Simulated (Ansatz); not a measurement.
```yaml
crystal:
  periodic: [false, false, false]
  atoms:
    - {symbol: F, position_ang: [-1.866123, 0.102322, -0.655855]}
    - {symbol: C, position_ang: [-0.608355, -0.542406, -0.484930]}
    - {symbol: In, position_ang: [0.828132, 0.596767, 0.597687]}
    - {symbol: H, position_ang: [-0.328538, -0.781712, -1.520895]}
    - {symbol: H, position_ang: [-0.806088, -1.515539, 0.036775]}
    - {symbol: H, position_ang: [0.412535, 2.190422, 1.197725]}
    - {symbol: H, position_ang: [2.397928, -0.036458, 0.824705]}
basis:
  gaussian: {orbitals: def2-TZVP}
total_charge: 1
magnetization: {spin_polarized: true, initial_magnetization: 1}
hamiltonian: {xc: {name: PBE-QIDH}}
output: {forces: true}
```

```sh
$ ansatz run in.yaml --threads 2 --pin off --events-out ev --progress --plain --max-ram 4352MiB
```

It prints (some lines left out):

```
Functional definition: PBE-QIDH
1097 factors; integrals over basis functions are off by at most 1.2e-3 eV
mean field evaluation 1: about -8955.5480 eV, gradient 4.8e1 eV
mean field evaluation 2: about -8955.5493 eV, gradient 4.8e1 eV
mean field evaluation 4: about -8964.2855 eV, gradient 1.4e1 eV
mean field evaluation 8: about -8965.2839 eV, gradient 4.0e-1 eV
mean field evaluation 16: about -8965.4555 eV, gradient 2.4e0 eV
mean field evaluation 32: about -8965.0613 eV, gradient 6.9e0 eV
mean field -8965.91027024 eV, -329.4911251192 hartree, gradient 1.6e-6 eV, S^2 0.764910; 3 other end points of the search recorded, 0 dependent functions left out
6 core orbitals not correlated: weight in the atoms' cores, before any rotation towards them, 1.000 or more for the frozen orbitals, at most 0.000 for the correlated occupied ones
reference -8965.91028208 eV, -329.4911255540 hartree; 14, 13 occupied and 116, 117 virtual orbitals, 1097 factors
second order -20.89780145 eV of doubles, -0.00000000 eV of singles
Total energy: -8972.87621589 eV, -329.7471189001 hartree
Atom 0 at    -1.866123     0.102322    -0.655855 Å, force     3.380123    -1.097553     1.075446 eV/Å
Atom 1 at    -0.608355    -0.542406    -0.484930 Å, force    -6.229654    -1.791552    -2.888148 eV/Å
Atom 2 at     0.828132     0.596767     0.597687 Å, force     2.059038     2.232428     1.726439 eV/Å
Atom 3 at    -0.328538    -0.781712    -1.520895 Å, force     1.065909     0.746233     0.268392 eV/Å
Atom 4 at    -0.806088    -1.515539     0.036775 Å, force     0.516344     1.103195     0.608483 eV/Å
Atom 5 at     0.412535     2.190422     1.197725 Å, force    -0.499067    -0.636204    -0.447335 eV/Å
Atom 6 at     2.397928    -0.036458     0.824705 Å, force    -0.292693    -0.556547    -0.343278 eV/Å
Dipole moment:     0.067019    -0.457092    -0.167957 e Å
```

Hardware: 2 threads of an Intel Xeon on a shared host. Wall time 29 s, peak host memory 0.8 GiB.
